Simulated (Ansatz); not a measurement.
## Ligand exchange: C2H3Cl3 + Bi(CH3)F2 → CCl3F + Bi(CH3)2F

Species: C2H3Cl3 `CC(Cl)(Cl)Cl`, singlet; Bi(CH3)F2, singlet; CCl3F (trichlorofluoromethane) `FC(Cl)(Cl)Cl`, singlet; Bi(CH3)2F, singlet. The partners trade CH3 for F: C–CH3 and Bi–F bonds give way to C–F and Bi–CH3.

Shapes, held fixed at every level: PBE0-D4/def2-TZVP. Programs: Ansatz 0.2.0. The zero-point and thermal change to 298 K, harmonic and unscaled (PBE0-D4/def2-TZVP), is -4.5 kJ/mol.

(1) Estimate ΔH(298 K) of this reaction.

Results:

(1) The highest level, CCSD(T)/def2-TZVPP, gives ΔH(298 K) = +125.0 kJ/mol; the levels span +116.7 to +131.7. The column of differences is taken from that level and isn't an error. No measured value is set beside it here. For atoms past krypton def2 sets carry core potentials with scalar relativity. Outer-core shells of Bi are correlated, in sets that cover them unevenly. Times are processor times on shared x86 and Arm servers, and rough.

```
               level                    kind  ΔH(298 K) (kJ/mol)  less CCSD(T)/def2-TZVPP  CPU time (sum over the molecules)
       HF/def2-TZVPP            Hartree–Fock              +128.6                     +3.6                                  –
r2SCAN-D4/def2-TZVPP                meta-GGA              +127.9                     +2.9                               67 s
 B3LYP-D4/def2-TZVPP           global hybrid              +130.0                     +5.0                               63 s
  wB97M-V/def2-TZVPP  range-separated hybrid              +126.6                     +1.6                            2.6 min
   B2PLYP/def2-TZVPP           double hybrid              +131.7                     +6.7                               77 s
    CCSD(T)/def2-SVP   coupled cluster or CI              +116.7                     -8.3                               64 s
       CCSD/def2-SVP   coupled cluster or CI              +117.9                     -7.1                                  –
  CCSD(T)/def2-TZVPP   coupled cluster or CI              +125.0                      0.0                             26 min
```
